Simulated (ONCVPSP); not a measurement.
magnesium (Mg): excitation energies, all-electron against ONCV

ONCVPSP 4.0.1 input, shortened (lines: element, Z, core and valence counts, functional; n l f; lmax; l rc ep ncon nbas qcut; lloc lpopt rc5 dvloc0; l nproj debl; icmod fcfact rcfact), PBE, scalar-relativistic:

```
  Mg 12.00    3    2        4      upf
    1    0    2.00
    2    0    2.00
    2    1    6.00
    3    0    1.00
    3    1    1.00
    2
    0    2.05    0.00    4    8    2.60
    1    3.70    0.00    4    7    1.80
    2    3.25    0.39    4    7    2.60
    4    5    1.60    0.00
    0    2    1.50
    1    2    2.50
    2    2    1.80
    1    0.75    0.00
```

Energies are relative to the spin-unpolarised reference configuration 3s1 3p1; without spin polarisation the order of configurations can differ from experiment.

(1) Give the all-electron excitation energy and the error of the potential for: 3s2 3p0; 3s1 3p0; 3s1.5 3p0; 3s0 3p1.

Levels in the configuration 3s1.5 3p0:

```
level  all-electron (eV)  pseudo (eV)
   3s             -7.920       -7.921
```

Note: no bound ghost flagged; GHOST(+) flagged for p at 60.9 eV, d at 66.3 eV, s at 84.6 eV, p at 595.7 eV.

Answers

(1)

```csv
valence configuration,charge,ΔE all-electron (eV),error AE − PS (meV)
3s2 3p0,0,-3.491,+0.8
3s1 3p0,+1,4.469,+0.1
3s1.5 3p0,+0.5,-0.347,-0.3
3s0 3p1,+1,8.836,-46
```
